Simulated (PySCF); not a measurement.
C₃H₅O₃, SMILES [CH2]OC(=O)OC, multiplicity 2.

Geometry optimised at PBE0-D3(BJ)/def2-SVP. The isomer is the one that the SMILES or the coordinates give; other isomers of the formula were not compared.

Method: PBE0-D3(BJ)/def2-SVP (PySCF 2.14.0).

No scaling factor is applied to the harmonic values.

```csv
mode,ν (cm⁻¹),IR (km/mol),moving atoms (share of kinetic energy)
1,110,1.1,"H 85 %, O 9 %"
2,129,6.9,"C 47 %, H 32 %, O 21 %"
3,198,0.6,"O 59 %, H 34 %"
4,246,5.6,"C 51 %, H 27 %, O 22 %"
5,283,7.8,"H 81 %, O 19 %"
6,314,55.1,"H 70 %, C 25 %"
7,365,23.8,"O 56 %, C 27 %, H 17 %"
8,540,0.9,"C 53 %, O 35 %, H 12 %"
9,704,0.1,"O 82 %, H 14 %"
10,794,31.3,"C 79 %, O 21 %"
11,956,27.8,"O 62 %, H 22 %, C 16 %"
12,1109,28.6,"C 53 %, O 37 %, H 9 %"
13,1179,0.5,"H 76 %, C 19 %"
14,1187,13.2,"H 64 %, O 18 %, C 18 %"
15,1212,10.2,"H 59 %, C 24 %, O 18 %"
16,1303,8.8,"O 59 %, C 27 %, H 14 %"
17,1378,800.1,"C 55 %, O 25 %, H 20 %"
18,1432,24.7,"H 82 %, C 17 %"
19,1459,10.6,H 97 %
20,1469,124.7,"H 86 %, C 9 %"
21,1485,94.2,"H 75 %, C 19 %"
22,1905,333.8,"C 66 %, O 33 %"
23,3069,27.7,H 97 %
24,3166,12.3,"H 90 %, C 10 %"
25,3199,6.8,H 96 %
26,3209,7.3,"H 90 %, C 10 %"
27,3368,0.4,"H 88 %, C 12 %"
```
